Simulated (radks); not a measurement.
Question: The mean radii <r> (bohr) of the occupied orbitals of an atom or ion are listed with their occupations. Method: Dirac Kohn-Sham, LB94 model potential, spin-unpolarised, spherical densities, finite nucleus; Fermi nuclear charge, rms radius of each element as measured or else 0.836 A^(1/3) + 0.57 fm; computed with a radial shooting solver on a logarithmic mesh with Libxc functionals.

| orbital | occ. | <r> |
|---|---|---|
| 1s1/2 | 2 | 0.01833 |
| 2s1/2 | 2 | 0.07681 |
| 2p1/2 | 2 | 0.06349 |
| 2p3/2 | 4 | 0.07145 |
| 3s1/2 | 2 | 0.2001 |
| 3p1/2 | 2 | 0.1900 |
| 3p3/2 | 4 | 0.2047 |
| 3d3/2 | 4 | 0.1790 |
| 3d5/2 | 6 | 0.1835 |
| 4s1/2 | 2 | 0.4457 |
| 4p1/2 | 2 | 0.4494 |
| 4p3/2 | 4 | 0.4810 |
| 4d3/2 | 4 | 0.4910 |
| 4d5/2 | 6 | 0.5011 |
| 4f5/2 | 6 | 0.5218 |
| 4f7/2 | 5 | 0.5268 |

Name the element and its charge. Open shells, if any, fill j = l - 1/2 first.

Answer: Z = 74, tungsten, charge +17: W17+ in [Kr] 4d10 4f11. The 1s radius gives Z: for a bare nucleus <r> = (2 gamma + 1)/(2Z) with gamma = sqrt(1 - (Z/c)^2), 0.01813 bohr for Z = 74, and screening makes it slightly larger (0.01833 here). The occupations add up to 57, and the charge is Z minus that.
